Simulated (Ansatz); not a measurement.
## Energy profile

The step: GeH₃Cl ([Cl][GeH3]) + HF + HF → GeH₃F ([F][GeH3]) + HCl + HF; bonds formed: Ge1–F7, Cl2–H8, H6–F9; bonds broken: Ge1–Cl2, H6–F7, H8–F9 (atoms numbered as in the saddle structure below).

```
9
angstrom
Ge -0.7789 -0.9675 -0.4423
Cl 0.8190 -0.5239 1.5441
H 0.2579 -2.0286 -0.7983
H -1.7687 -1.2072 0.6949
H -1.5866 -0.6206 -1.7116
H 0.5303 1.4606 -0.2177
F -0.1735 0.9398 -0.7980
H 1.3264 1.0317 1.1394
F 1.3741 1.9157 0.5895
```

Electronic energies by CCSD(T) at an estimated basis limit (MP2 extrapolated from triple and quadruple zeta, plus CCSD(T) − MP2 in triple zeta), on PBE0-D4/def2-TZVP structures; GeH$_{5}$ClF$_{2}$, closed shell; no counterpoise correction. Ansatz 0.2.0; basis: def2-TZVPP and def2-QZVPP; cores frozen in the correlated methods. Filled d shells of the heavier atoms are correlated. The def2 sets are not built for correlating such inner shells, so the correlated values are less sure here. Extrapolation: Hartree–Fock as exp(−7.88 √X), correlation as X^−2.97.

Q: Give the profile in kcal/mol, counted from the separated reactants. (To be estimated.)

A: By the calculation:
```csv
point,kcal/mol
"separated: GeH$_{3}$Cl (linked as [Cl][GeH3]; Ge1, Cl2, H3, H4, H5; singlet) + HF (H6, F7; singlet) + HF (H8, F9; singlet)",0.00
start structure,-12.08
saddle,19.91
end structure,-7.81
"separated: GeH$_{3}$F (linked as [F][GeH3]; Ge1, H3, H4, H5, F7; singlet) + HCl (Cl2, H8; singlet) + HF (H6, F9; singlet)",4.89
```

The T1 diagnostic stays at or below 0.012.

For scale, one of the runs: CCSD(T)/def2-TZVPP, 222 basis functions, launched by `ansatz run in.yaml --threads 8 --pin off --events-out ev --progress --plain --max-ram 19148MiB`. The run took 77 s on 8 CPU threads of an Arm Neoverse V2 (shared host), with 3.7 GiB of host memory at its peak.
